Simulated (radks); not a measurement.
Nb II, configuration [Kr] 4d4. Method: Dirac Kohn-Sham, PBEsol, spin-unpolarised, spherical densities, finite nucleus; open shells fill j = l - 1/2 first; Fermi nuclear charge, rms radius 4.324 fm; computed with a radial shooting solver on a logarithmic mesh with Libxc functionals. Some entries of the table are withheld. Estimate them.

orbital,occ.,eigenvalue (eV),<1/r> (bohr^-1)
1s1/2,2,-18793.50,(1)
2s1/2,2,-2633.667,9.620
2p1/2,2,(2),9.598
2p3/2,4,(3),9.161
3s1/2,2,-444.3159,3.273
3p1/2,2,-363.1029,3.171
3p3/2,4,-347.5982,3.066
3d3/2,4,-204.0399,2.871
3d5/2,6,-201.1527,2.843
4s1/2,2,-64.5892,1.175
4p1/2,2,(4),1.050
4p3/2,4,(5),1.020
4d3/2,4,-9.3277,0.6601
4d5/2,0,-9.1611,0.6525

Answer. 
(1) 1s1/2 <1/r> (bohr^-1): 42.38
(2) 2p1/2 eigenvalue (eV): -2417.958
(3) 2p3/2 eigenvalue (eV): -2322.273
(4) 4p1/2 eigenvalue (eV): -42.2278
(5) 4p3/2 eigenvalue (eV): -40.1301
